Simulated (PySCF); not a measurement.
## Calculated NMR data

Relativity neglected, gas phase, one conformer, fast rotation and ring inversion assumed for equivalent nuclei. Couplings computed with B3LYP/pcJ-1; geometry: GFN2-xTB; PBE0/pcSseg-1 with gauge-including orbitals; PySCF 2.14.

δ = σ(ref) − σ, references computed at the same level: ¹H (31.72 ppm), ¹³C (186.93 ppm) against TMS. Multiplet labels drop J under 1 Hz and among equivalent protons, and merge close values. Unscaled 3J(H,H) run several per cent high. Where no couplings were computed, multiplicities follow the n + 1 count of equivalent neighbours, and m marks all less simple cases (inequivalent or close neighbours, rings, F or P nearby). Shifts are as computed. Against solution values, carbons near 30 ppm lie about +3 ppm off and those near 130 ppm about +5 ppm. Of 1211 compounds with measured shifts, 218 miss one by over three times the rms of a fit or turn the order of signals round; such compounds aren't used in these exercises.

Compound 1 (C3H4O). ¹H NMR (400 MHz, computed): δ 2.61 (q, J = 8.1 Hz, 1H), 1.74 (d, J = 8.1 Hz, 3H). ¹³C{¹H} NMR (computed): δ 204.8, 12.3, 7.1. Structure: methylketene.

Compound 2 (C6H6O2). ¹H NMR (400 MHz, computed): δ 6.08 (m, 1H), 5.83 (m, 1H), 5.71 (m, 1H), 4.84 (d, 2H), 2.19 (s, 1H). ¹³C{¹H} NMR (computed): δ 158.6 (C), 140.6 (CH), 129.8 (CH2), 81.5 (CH), 79.9 (C), 70.0 (CH2). Structure: `C#CC(=O)OCC=C`.
